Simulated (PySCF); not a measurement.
A geometry optimisation, step by step.

CH₆AlSSb.
Numbering: `[CH3:1][S:2][AlH:3][SbH2:4]` (hydrogens: H5, H6, H7 on C1; H8 on Al3; H9, H10 on Sb4)

Computed by this run: PBE0-D3(BJ)/def2-SVP geometry optimisation, gas phase, def2 core potentials past Kr in PySCF 2.14.0; density fitting, grid level 1; the optimiser is geomeTRIC in internal coordinates, started from a GFN2-xTB structure with every atom displaced at random (about 0.01 Å). The frame can shift and turn from step to step; on so coarse a grid that alone can change the energy by a few meV, and forces under 0.02 eV/Å are noise.

Step 0: E = -25091.2593 eV, largest atomic force 1.532 eV/Å
```
atom  x, y, z in Å  |  force x, y, z in eV/Å
C1     -1.455    0.235    0.780   -0.628   0.719  -1.198
S2     -1.329   -1.028   -0.533    0.371   0.101   0.085
Al3     0.745   -0.970   -1.241   -0.273  -0.022   0.151
Sb4     2.671    0.582   -0.339   -1.152   0.119   0.517
H5     -2.231    0.966    0.445    0.462  -0.304   0.277
H6     -1.798   -0.227    1.687   -0.156  -0.399   0.791
H7     -0.513    0.763    0.933    0.171   0.093   0.155
H8      0.869   -2.028   -2.361    0.140  -0.425  -0.505
H9      1.268    1.654   -0.515    0.581  -0.095   0.028
H10     1.824    0.033    1.122    0.484   0.213  -0.300
```

Step 1: E = -25091.4366 eV, largest atomic force 0.409 eV/Å
```
atom  x, y, z in Å  |  force x, y, z in eV/Å
C1     -1.479    0.235    0.772   -0.211   0.131  -0.286
S2     -1.355   -1.032   -0.537    0.093   0.021   0.036
Al3     0.695   -1.040   -1.290   -0.200  -0.049   0.068
Sb4     2.607    0.535   -0.362   -0.317   0.132   0.223
H5     -2.239    0.970    0.457    0.103  -0.055   0.055
H6     -1.822   -0.241    1.697    0.052  -0.064   0.103
H7     -0.530    0.757    0.940    0.060  -0.007   0.067
H8      0.841   -2.118   -2.431    0.071  -0.097  -0.136
H9      1.393    1.767   -0.457    0.175   0.003  -0.071
H10     1.940    0.146    1.189    0.174  -0.015  -0.060
```

Step 2: E = -25091.4561 eV, largest atomic force 0.084 eV/Å
```
atom  x, y, z in Å  |  force x, y, z in eV/Å
C1     -1.462    0.238    0.758   -0.020  -0.001  -0.056
S2     -1.368   -1.037   -0.543   -0.014  -0.006   0.001
Al3     0.675   -1.067   -1.301   -0.044  -0.012   0.015
Sb4     2.554    0.551   -0.328   -0.067  -0.038  -0.024
H5     -2.209    0.986    0.461    0.002   0.000  -0.006
H6     -1.789   -0.238    1.692    0.021  -0.004   0.016
H7     -0.498    0.739    0.921    0.001  -0.010   0.021
H8      0.850   -2.144   -2.454    0.045   0.015  -0.001
H9      1.374    1.795   -0.448    0.024   0.073  -0.030
H10     1.923    0.156    1.222    0.053  -0.017   0.064
```

Step 3: E = -25091.4632 eV, largest atomic force 0.118 eV/Å
```
atom  x, y, z in Å  |  force x, y, z in eV/Å
C1     -1.501    0.224    0.750    0.070  -0.052   0.080
S2     -1.394   -1.050   -0.549   -0.016   0.000  -0.014
Al3     0.655   -1.064   -1.283    0.025  -0.014  -0.036
Sb4     2.575    0.543   -0.344   -0.060  -0.071  -0.047
H5     -2.247    0.972    0.454   -0.035   0.021  -0.018
H6     -1.824   -0.258    1.684   -0.011   0.029  -0.028
H7     -0.538    0.723    0.924   -0.003   0.008  -0.013
H8      0.847   -2.139   -2.442    0.036   0.043   0.040
H9      1.459    1.847   -0.458   -0.004   0.014   0.019
H10     2.020    0.181    1.243   -0.002   0.020   0.017
```

Step 4: E = -25091.4649 eV, largest atomic force 0.054 eV/Å
```
atom  x, y, z in Å  |  force x, y, z in eV/Å
C1     -1.490    0.223    0.746    0.036  -0.008   0.038
S2     -1.397   -1.054   -0.552   -0.025  -0.009  -0.004
Al3     0.650   -1.071   -1.288   -0.012  -0.003  -0.006
Sb4     2.549    0.541   -0.338    0.006  -0.003  -0.002
H5     -2.233    0.975    0.450   -0.009   0.002  -0.005
H6     -1.813   -0.252    1.683   -0.013   0.006  -0.016
H7     -0.524    0.718    0.913   -0.009   0.003  -0.014
H8      0.863   -2.139   -2.445    0.025   0.019   0.016
H9      1.440    1.854   -0.446    0.004  -0.017   0.011
H10     2.005    0.187    1.256   -0.002   0.011  -0.018
```

Step 5: E = -25091.4655 eV, largest atomic force 0.038 eV/Å
```
atom  x, y, z in Å  |  force x, y, z in eV/Å
C1     -1.494    0.220    0.745    0.003   0.013   0.000
S2     -1.400   -1.059   -0.553   -0.004  -0.004   0.001
Al3     0.650   -1.069   -1.285   -0.025  -0.003   0.006
Sb4     2.550    0.541   -0.339    0.035   0.002  -0.013
H5     -2.238    0.970    0.445    0.004  -0.004   0.001
H6     -1.820   -0.253    1.681   -0.005  -0.005  -0.001
H7     -0.529    0.717    0.910   -0.003  -0.001  -0.004
H8      0.876   -2.133   -2.440    0.017  -0.003  -0.005
H9      1.444    1.853   -0.440   -0.013   0.009   0.000
H10     2.011    0.192    1.255   -0.009  -0.004   0.015
```

Step 6: E = -25091.4657 eV, largest atomic force under 0.02 eV/Å
```
atom  x, y, z in Å  |  force x, y, z in eV/Å
C1     -1.496    0.218    0.742   -0.009   0.009  -0.010
S2     -1.401   -1.062   -0.554    0.006   0.000   0.001
Al3     0.651   -1.068   -1.283   -0.013   0.000   0.007
Sb4     2.550    0.543   -0.337    0.008   0.009   0.004
H5     -2.240    0.967    0.441    0.003  -0.003  -0.001
H6     -1.823   -0.254    1.678    0.002  -0.005   0.003
H7     -0.531    0.716    0.907    0.000  -0.002   0.002
H8      0.889   -2.131   -2.438    0.007  -0.006  -0.006
H9      1.442    1.855   -0.436   -0.001  -0.001  -0.001
H10     2.011    0.194    1.259   -0.001  -0.002  -0.001
```

Question: Summarise the path.

Answer: The energy falls by 4.76 kcal/mol from step 0 to step 6; nine tenths of that is first reached at step 2. It falls at every step. The largest force goes from 1.532 to under 0.02 eV/Å. Among the bonds Sb4–H10 changes most (a near tie, within 0.001 Å, with another), from 1.776 to 1.720 Å; the atoms move by 0.150 Å rms after alignment.

Question: Follow the three bonds and two angles with the largest change from start to end.

Answer: 
| step | E above end (kcal/mol) | largest force (eV/Å) | Sb4–H10 (Å) | Sb4–H9 (Å) | Al3–H8 (Å) | Al3–Sb4–H9 (°) | Al3–Sb4–H10 (°) |
| --- | --- | --- | --- | --- | --- | --- | --- |
| 0 | 4.76 | 1.532 | 1.776 | 1.775 | 1.546 | 75.1 | 75.6 |
| 1 | 0.67 | 0.409 | 1.732 | 1.733 | 1.576 | 84.1 | 84.4 |
| 2 | 0.22 | 0.084 | 1.719 | 1.719 | 1.588 | 86.0 | 86.0 |
| 3 | 0.06 | 0.118 | 1.720 | 1.720 | 1.592 | 88.1 | 88.1 |
| 4 | 0.02 | 0.054 | 1.721 | 1.721 | 1.589 | 88.9 | 88.9 |
| 5 | 0.01 | 0.038 | 1.719 | 1.719 | 1.587 | 89.0 | 89.1 |
| 6 | 0.00 | under 0.02 | 1.720 | 1.720 | 1.587 | 89.0 | 89.1 |

What follows is the cost of the whole optimisation. Time: 23 s wall; peak memory 0.45 GiB. Hardware: an AMD EPYC 9R45 with one thread, no GPU (shared host).
